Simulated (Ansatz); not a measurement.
Other settings, tried on `C1#CC=CC#CC=CC#CC=CC#CC=C1`.

```yaml
crystal:
  periodic: [false, false, false]
  atoms:
    - {symbol: C, position_ang: [2.586904, -0.297525, -0.860072]}
    - {symbol: C, position_ang: [2.244364, -1.451780, -0.612790]}
    - {symbol: C, position_ang: [1.910314, -2.796512, -0.377965]}
    - {symbol: C, position_ang: [0.941243, -3.240021, 0.478313]}
    - {symbol: C, position_ang: [0.112637, -2.427401, 1.270823]}
    - {symbol: C, position_ang: [-0.639446, -1.774106, 1.990806]}
    - {symbol: C, position_ang: [-1.482471, -1.076937, 2.872996]}
    - {symbol: C, position_ang: [-2.260869, -0.000627, 2.549497]}
    - {symbol: C, position_ang: [-2.351835, 0.593462, 1.279148]}
    - {symbol: C, position_ang: [-2.479209, 1.155872, 0.193664]}
    - {symbol: C, position_ang: [-2.702970, 1.798051, -1.036182]}
    - {symbol: C, position_ang: [-1.733947, 2.241492, -1.892532]}
    - {symbol: C, position_ang: [-0.347630, 2.131352, -1.690035]}
    - {symbol: C, position_ang: [0.874261, 2.069863, -1.571723]}
    - {symbol: C, position_ang: [2.275059, 2.075368, -1.458802]}
    - {symbol: C, position_ang: [3.053627, 0.999169, -1.135344]}
    - {symbol: H, position_ang: [2.499026, -3.550974, -0.915286]}
    - {symbol: H, position_ang: [0.808230, -4.324796, 0.578713]}
    - {symbol: H, position_ang: [-1.532242, -1.449648, 3.904072]}
    - {symbol: H, position_ang: [-2.890304, 0.428281, 3.339660]}
    - {symbol: H, position_ang: [-3.749336, 1.976082, -1.315328]}
    - {symbol: H, position_ang: [-2.058628, 2.749762, -2.809454]}
    - {symbol: H, position_ang: [2.782397, 3.024644, -1.673249]}
    - {symbol: H, position_ang: [4.140814, 1.146928, -1.108950]}
basis:
  gaussian: {orbitals: "6-31++G**"}
hamiltonian: {xc: {name: SVWN5}, pseudopotentials: {relativity: scalar}}
scf: {omitted_lower_state_checks: [starts]}
output: {forces: true}
```

```sh
$ ansatz run in.yaml --threads 4 --pin off --events-out ev --progress --plain --max-ram 6963MiB
```

Output, abridged:

```
Functional definition: SVWN5
  name "SVWN5"
  cite "Dirac, Proc. Camb. Phil. Soc. 26, 376 (1930) doi:10.1017/S0305004100016108"
  cite "Slater, Phys. Rev. 81, 385 (1951) doi:10.1103/PhysRev.81.385"
  cite "Vosko, Wilk & Nusair, Can. J. Phys. 58, 1200 (1980) doi:10.1139/p80-159"
  exchange = slater_x
  correlation = vwn5_c
these checks for a lower state are left out or cut short: starts
3504 factors; their error is unknown
mean field evaluation 1: about -16536.2656 eV, gradient 1.1e2 eV
mean field evaluation 2: about -16519.8686 eV, gradient 1.3e2 eV
mean field evaluation 4: about -16567.7818 eV, gradient 8.6e0 eV
mean field evaluation 8: about -16567.9701 eV, gradient 1.1e-1 eV
mean field evaluation 16: about -16567.7470 eV, gradient 1.2e-2 eV
a density is far from that of the atoms, so the factors are made again for it
3224 factors; integrals over basis functions are off by at most 1.1e-3 eV
mean field -16567.74699941 eV, -608.8534722061 hartree, gradient 1.5e-5 eV, S^2 0.000000; 0 other end points of the search recorded, 5 dependent functions left out
the calculation of the forces begins
reference -16567.74712815 eV, -608.8534769373 hartree; 52, 52 occupied and 295, 295 virtual orbitals, 3224 factors
Total energy: -16567.74712815 eV, -608.8534769373 hartree
Relativity: scalar
Atom 0 at     2.586904    -0.297525    -0.860072 Å, force     0.123464     0.520969    -0.137398 eV/Å
Atom 1 at     2.244364    -1.451780    -0.612790 Å, force    -0.161518    -0.507479     0.148921 eV/Å
Atom 2 at     1.910314    -2.796512    -0.377965 Å, force    -0.085083     0.366427     0.091802 eV/Å
Atom 3 at     0.941243    -3.240021     0.478313 Å, force    -0.086390     0.365608     0.092862 eV/Å
Atom 4 at     0.112637    -2.427401     1.270823 Å, force     0.366040    -0.265450    -0.317119 eV/Å
Atom 5 at    -0.639446    -1.774106     1.990806 Å, force    -0.361777     0.298207     0.291444 eV/Å
Atom 6 at    -1.482471    -1.076937     2.872996 Å, force     0.130214    -0.016304    -0.363857 eV/Å
Atom 7 at    -2.260869    -0.000627     2.549497 Å, force     0.129100    -0.014939    -0.364424 eV/Å
Atom 8 at    -2.351835     0.593462     1.279148 Å, force     0.061645    -0.287159     0.467264 eV/Å
Atom 9 at    -2.479209     1.155872     0.193664 Å, force    -0.023870     0.273405    -0.478458 eV/Å
Atom 10 at    -2.702970     1.798051    -1.036182 Å, force     0.272182    -0.130440     0.241886 eV/Å
Atom 11 at    -1.733947     2.241492    -1.892532 Å, force     0.273812    -0.129821     0.240698 eV/Å
Atom 12 at    -0.347630     2.131352    -1.690035 Å, force    -0.551113     0.032370    -0.013068 eV/Å
Atom 13 at     0.874261     2.069863    -1.571723 Å, force     0.547091    -0.065043     0.038703 eV/Å
Atom 14 at     2.275059     2.075368    -1.458802 Å, force    -0.317403    -0.219424     0.030052 eV/Å
Atom 15 at     3.053627     0.999169    -1.135344 Å, force    -0.316386    -0.220906     0.030690 eV/Å
Atom 16 at     2.499026    -3.550974    -0.915286 Å, force     0.049919    -0.067734    -0.046209 eV/Å
Atom 17 at     0.808230    -4.324796     0.578713 Å, force    -0.010162    -0.095200     0.006871 eV/Å
Atom 18 at    -1.532242    -1.449648     3.904072 Å, force    -0.005547    -0.030606     0.090842 eV/Å
Atom 19 at    -2.890304     0.428281     3.339660 Å, force    -0.053965     0.036098     0.070738 eV/Å
Atom 20 at    -3.749336     1.976082    -1.315328 Å, force    -0.090961     0.016193    -0.026570 eV/Å
Atom 21 at    -2.058628     2.749762    -2.809454 Å, force    -0.030614     0.043810    -0.079849 eV/Å
Atom 22 at     2.782397     3.024644    -1.673249 Å, force     0.046534     0.082118    -0.018020 eV/Å
Atom 23 at     4.140814     1.146928    -1.108950 Å, force     0.094788     0.015300     0.002201 eV/Å
Dipole moment:    -0.000017     0.000062     0.000030 e Å
Checks for a lower state left out: starts
```

Run time 21 s (4 threads of Arm Neoverse V2 on a shared host), peak host memory 1.3 GiB.

The 6-31G sets use Cartesian d functions.
